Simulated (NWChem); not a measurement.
System: H₂SeO; SMILES [SeH]O

The following NWChem deck was run.

```
start job
memory heap 200 mb stack 900 mb global 1100 mb
geometry units angstroms noautoz
  Se     0.045523    -0.359702    -0.016534
  H     -1.417164    -0.550445     0.107624
  O      0.031495     1.447332    -0.096500
  H      0.122298     1.754905     0.814254
end
basis spherical
  Se library def2-svpd
  H library def2-svpd
  O library def2-svpd
end
dft
  xc xpbe96 cpbe96
  iterations 150
end
tddft
  cis
  nroots 8
  notriplet
end
task tddft energy
```

Geometry: optimised at PBE0/def2-SVP.

Vertical excitations in the gas phase.

Q: What results follow from this input? (PBE/def2-SVPD, TDA.) Quantities: lowest excitation, singlet (eV); oscillator strength of that lowest state; lowest state with f > 0.02, singlet (eV); orbital gap (eV).

A: 
```
Quantity                                  Result
----------------------------------------  ------
lowest excitation, singlet (eV)             3.67
oscillator strength of that lowest state   0.002
lowest state with f > 0.02, singlet (eV)    5.17
orbital gap (eV)                            3.28
```
